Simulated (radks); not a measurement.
Valence configurations of In II (all share [Kr]). Calculated with a radial shooting solver on a logarithmic mesh with Libxc functionals: scalar-relativistic Kohn-Sham, PBE, spin-polarised, spherical densities, point nucleus; open shells are filled with parallel spins first (spin-orbit coupling, left out, can overturn this in heavy ions). Energies are relative to 4d10 5s2; eigenvalues in eV for spin up.

valence,E (eV),moment (Bohr magnetons),e(4d),e(5p),e(5s)
4d10 5s2,0.000,0,-26.073,-,-14.925
4d10 5s1.5 5p0.5,3.066,1,-26.922,-9.191,-15.803
4d10 5s1 5p1,5.792,2,-27.686,-9.826,-16.572
4d9.5 5s2 5p0.5,9.230,1,-29.266,-9.525,-16.422
4d10 5p2,12.595,2,-29.100,-10.547,-
4d9.5 5s1 5p1.5,14.948,3,-30.726,-10.754,-17.896
4d9 5s2 5p1,19.288,2,-32.414,-10.530,-17.821
4d8 5s2 5p2,41.913,4,-38.630,-12.354,-20.399
4d7 5s2 5p3,67.886,6,-44.795,-14.010,-22.770

NIST lists [Kr] 4d10 5s2 as the ground configuration; this level of theory agrees among the configurations tried. The energies are those of spherical high-spin densities, not of single terms.
